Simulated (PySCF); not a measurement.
Compound: C₅H₅NOS.
Atom-mapped SMILES: `[CH3:1][C:2](=[O:3])[c:4]1[cH:5][n:6][s:7][cH:8]1` (hydrogens: H9, H10, H11 on C1; H12 on C5; H13 on C8)

Geometry (PBE0-D3(BJ)/def2-SVP, Å), atoms numbered from 1 in this order:
```
atom  x, y, z in Å
C1    -1.927    0.019    0.397
C2    -0.832    0.606   -0.455
O3    -1.051    1.459   -1.287
C4     0.548    0.101   -0.231
C5     0.985   -0.891    0.700
N6     2.265   -1.169    0.712
S7     3.034   -0.232   -0.423
C8     1.633    0.566   -0.946
H9    -2.892    0.437    0.084
H10   -1.950   -1.078    0.309
H11   -1.751    0.258    1.458
H12    0.332   -1.427    1.396
H13    1.610    1.326   -1.728
```

Linear response at CAM-B3LYP/def2-SVPD (PySCF, frozen core in the response, non-relativistic).

Static isotropic polarisability: 84.32 au (12.50 Å³), principal values 53.9, 86.6, 112.4 au.

Task: What is the polarisability at 1064 nm and at the sodium D line?

Result: 85.30 au at 1064 nm (+1.2 %), 87.69 au at 589.3 nm (+4.0 %). The rise at 589.3 nm is 3.47 times that at 1064 nm; a pure ω² law gives 3.26. The lowest singlet lies at 305 nm, shorter than both wavelengths.

Task: What is the isotropic C6 coefficient between two such molecules, C6 = (3/π)∫α(iω)² dω?

Result: 2778 au (Eh·bohr⁶) by a ten-point quadrature over imaginary frequencies, which is 1660 eV·Å⁶ or 160 J·nm⁶/mol.

Task: Which effective excitation energy ω̄ makes London's formula C6 = (3/4)α²ω̄ exact here?

Result: ω̄ = 4·C6/(3α²) = 0.521 Eh = 14.2 eV. A one-pole form α(ω) = α/(1 − ω²/ω̄²) fitted to the 1064 nm value gives 10.9 eV.

Task: The lowest 6 singlets have (eV, f): 4.07, 0.000; 5.40, 0.222; 5.65, 0.002; 5.78, 0.005; 6.41, 0.000; 6.47, 0.008. What share of the static polarisability do they carry in the sum over states α = Σ f/ω²?

Result: 5.95 au, 7.1 % of α; the largest term, 5.63 au, is that of the state at 5.40 eV. Their oscillator strengths add up to 0.24. Higher states carry the rest.

Task: What molar refraction at the D line follows from R = (4π/3)·N_A·α′, with α′ the polarisability volume?

Result: α′ = 12.99 Å³ gives R = 32.78 cm³/mol, for isolated, non-vibrating species.

Task: What three-body coefficient follows from the one-pole estimate C9 = (3/4)·α·C6?

Result: 176000 au. This is an estimate from the two numbers above, not a computed integral.

Task: How anisotropic is the static polarisability, by Δα² = ½[(α1 − α2)² + (α2 − α3)² + (α3 − α1)²]?

Result: Δα = 50.8 au, or 0.60 of the isotropic value.

Task: How many electrons N does the Slater–Kirkwood formula C6 = (3/4)·√N·α^(3/2) need to give this C6?

Result: N = (4·C6/3)²/α³ = 22.9; the species has 66 electrons in all.

One conformer stands for the species.
